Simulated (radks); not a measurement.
Q: These are the eigenvalues of the occupied orbitals of an atom or ion with whole-number occupations (eV). All-electron calculation, Dirac Kohn-Sham, Slater X-alpha with alpha = 0.858, spin-unpolarised, spherical densities, point nucleus. Program: a radial shooting solver on a logarithmic mesh with Libxc functionals.

| orbital | eigenvalue |
|---|---|
| 1s1/2 | -2428.997 |
| 2s1/2 | -218.0351 |
| 2p1/2 | -164.6754 |
| 2p3/2 | -163.3646 |
| 3s1/2 | -18.3514 |
| 3p1/2 | -7.9390 |
| 3p3/2 | -7.8464 |

Which element is it, and in what charge state? The configuration may be excited. Open shells, if any, are shared by 2j + 1.

A: Z = 16, sulfur, charge 0: S in [Ne] 3s2 3p4. The list shows which subshells hold electrons but not how many an open one holds; the 1s level, -89.264 hartree, gives Z - s = 13.4 by -(Z - s)^2/2, which with screening and relativity narrows Z to a few neighbours, and the depths of the outer levels then fix element, charge and occupations together.
